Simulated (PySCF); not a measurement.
Correlation energy of C (carbon, neutral)

[He] 2s2 2p2, high-spin 3P determinant. Computed with PySCF 2.14 in x2c-QZVPPall, with the spin-free X2C one-electron Hamiltonian (Gaussian nucleus). Frozen: 1s2; 4 electrons correlated.

MP2 pair energies summed by pair of shells (mhartree):

| pair | energy | share (%) |
| --- | --- | --- |
| 2s-2p | -44.08 | 61.5 |
| 2s-2s | -19.98 | 27.9 |
| 2p-2p | -7.58 | 10.6 |

Total MP2 correlation energy: -71.65 mhartree.

Same-spin part -13.39 and opposite-spin part -58.26 mhartree; SCS-MP2 scales them by 1/3 and 6/5 to -74.37 mhartree.
